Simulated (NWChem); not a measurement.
Species: CH$_{4}$AlFO$_{2}$; SMILES C[O][Al]([OH])[F]

```xyz
9

Al     0.0730     0.5074    -0.0001
F      1.2711     1.6517    -0.0015
O     -1.5518     0.9686     0.0003
H     -1.8661     1.8736    -0.0004
O      0.5321    -1.1031     0.0010
C     -0.0205    -2.3767     0.0024
H      0.3066    -2.9419    -0.8882
H      0.3129    -2.9427     0.8901
H     -1.1259    -2.3681     0.0063
```
Atoms are numbered in this order, from 1.

Computed with NWChem. Pople sets run with spherical d functions. Geometry: optimised at PBE0/def2-SVP. B3LYP is NWChem's, with the RPA form of VWN correlation. Core excitations by TDA in a window of 1s orbitals, non-relativistic and unshifted: absolute energies depend strongly on the exact-exchange share.

```json
[
 {"level": "Al K edge, PBE0/6-311G**", "first 1s excitation (eV)": "1525.6", "dipole oscillator strength of the first": "0.0000", "first state with f > 0.002 (eV)": "1526.7", "dipole oscillator strength of that state": "0.0049"},
 {"level": "Al K edge, B3LYP/6-311G**", "first 1s excitation (eV)": "1522.3", "dipole oscillator strength of the first": "0.0000", "first state with f > 0.002 (eV)": "1523.4", "dipole oscillator strength of that state": "0.0043"},
 {"level": "C K edge, PBE/6-311G**", "first 1s excitation (eV)": "268.7", "dipole oscillator strength of the first": "0.0017", "first state with f > 0.002 (eV)": "270.7", "dipole oscillator strength of that state": "0.0021"},
 {"level": "C K edge, PBE0/6-311G**", "first 1s excitation (eV)": "?", "dipole oscillator strength of the first": "?", "first state with f > 0.002 (eV)": "?", "dipole oscillator strength of that state": "?"}
]
```

Task: Complete the blanks.

Result: 
- C K edge, PBE0/6-311G**, first 1s excitation (eV): 277.6
- C K edge, PBE0/6-311G**, dipole oscillator strength of the first: 0.0059
- C K edge, PBE0/6-311G**, first state with f > 0.002 (eV): 277.6
- C K edge, PBE0/6-311G**, dipole oscillator strength of that state: 0.0059
